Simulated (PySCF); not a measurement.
Gas-phase reaction: 3 Sn2O2 + 2 F2O = 4 SnO2 + 2 SnF2

Computed with PySCF (xtb for GFN2) and rigid-rotor harmonic-oscillator thermochemistry at 1 bar. † marks an energy on the PBE0/def2-TZVP geometry and frequencies; other levels use their own. MP2 and CCSD(T) freeze the core. All species are closed-shell singlets. B3LYP is the form with VWN-RPA correlation. Sn: scalar-relativistic def2 core potential, no spin-orbit coupling. Sn2O2, SnO2: computed as isolated molecules; such fragments, hydroxides, amides, oligomers or adducts are transient or little studied in the gas. MP2 isn't extrapolated to the basis-set limit; its ΔH°(298 K) is -218.8 kJ in def2-SVP and -329.7 kJ in def2-TZVPP. CCSD(T) isn't extrapolated to the basis-set limit; its ΔH°(298 K) is -69.5 kJ in def2-SVP and -206.5 kJ in def2-TZVPP. The harmonic model lacks anharmonicity and excited electronic states, which grow with temperature; levels with a mode under 35 cm⁻¹ are left out. Warning, large T1 diagnostic: Sn2O2, SnO2 (CCSD(T)/def2-TZVPP†).

```tsv
level	ΔE electronic, kJ	ΔH°(298 K), kJ	ΔS°(298 K), J/K	ΔG°(1200 K), kJ
B3LYP/def2-TZVP†	-198	-202	154	-391
BLYP/def2-TZVP†	-297	-301	154	-490
CCSD(T)/def2-TZVPP†	-202	-206	154	-396
GFN2-xTB	-372	-373	175	-584
MP2/def2-SVP†	-215	-219	154	-408
MP2/def2-TZVPP†	-326	-330	154	-519
PBE0/def2-TZVP	-138	-142	154	-331
r2SCAN/def2-TZVP†	-193	-197	154	-386
LDA/def2-TZVP†	-114	-119	154	-308
```
ΔH° is lowest at GFN2-xTB and highest at LDA/def2-TZVP†. No reference value is set beside these.
